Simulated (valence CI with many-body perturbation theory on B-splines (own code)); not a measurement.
## Ga VIII in brief

Calculated by configuration interaction combined with many-body perturbation theory (CI+MBPT): six valence electrons over a frozen Dirac-Fock core [Ar], radial functions for each j: 7 s, 7 p, 8 d, 6 f, 4 g, 1 h, with the one-electron correlation potential Σ1, the two-electron term Σ2, the three-electron term Σ3, Breit, model QED; selected CI, second order for the rest, scaled by the run's own slope (own B-spline code, finite nucleus).

No measured levels were compared; by estimate terms of the open shell hold to 2 to 4 % of their energy, and close levels can change places; different configurations can be misplaced against each other by 1,000 to 8,000 cm⁻¹. Core correlation moves these levels by up to 67000 cm⁻¹, and in measured spectra 5 to 20 % of such shifts remained as error; rates that hang on mixing are uncertain with them. Among the levels kept, up to 5900 cm⁻¹ of a level comes from second order outside the variational space, and about a tenth of that is noise between levels of different J, which matters for small intervals. Only levels of the ground parity were solved; by the run's estimate the other parity begins above the list, which can be wrong where configurations are misplaced.

Rates and lifetimes use the calculated energies. Strong lines usually hold to 10 to 20 %, long lifetimes can be off by a factor of two.

What is the ground level?

3d⁶ ⁵D_4, composition 99 % 3d⁶ ⁵D, g = 1.498.

Name the longest-lived excited levels whose lifetime is computed, and their main decay.

3d⁶ ³H_6 at 4.390 eV lives 27200 s, mostly by E2 to 3d⁶ ⁵D_4; 3d⁶ ⁵D_0 at 0.545 eV lives 111 s, mostly by M1 to 3d⁶ ⁵D_1; 3d⁶ ³H_5 at 4.499 eV lives 47.2 s, mostly by M1 to 3d⁶ ³H_6.

What is the ionisation energy?

168.39 eV; NIST lists 169.9 ± 1.7 eV (theoretical).

How well does LS coupling describe the low levels?

Among the lowest 20 levels the leading LS term, summed over configurations, holds 94 % on average. For single configurations the figures are 93 % in LS and 55 % in jj coupling. Terms mix most in the J = 4 level at 4.529 eV, where the leading one holds 74 %.

How is the term ⁵D of the ground level split?

J = 4 at 0.000, J = 3 at 0.245, J = 2 at 0.399, J = 1 at 0.498, J = 0 at 0.545 eV.
